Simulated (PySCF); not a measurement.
Ag(I) cation (AgI), SMILES [Ag][I] (connectivity only; charge and spin as stated), charge +1, multiplicity 2.

Geometry optimised at PBE-D3(BJ)/def2-TZVP. The spin state was assumed, not searched. The def2 effective core potentials stand for the cores of Ag, I; spin–orbit coupling is left out.

All values below come from PBE-D3(BJ)/def2-TZVP run with PySCF.

Frequencies are harmonic and unscaled.

Computed vibrational spectrum:
```csv
mode,ν (cm⁻¹),IR (km/mol),moving atoms (share of kinetic energy)
1,158,0.7,"Ag 54 %, I 46 %"
```
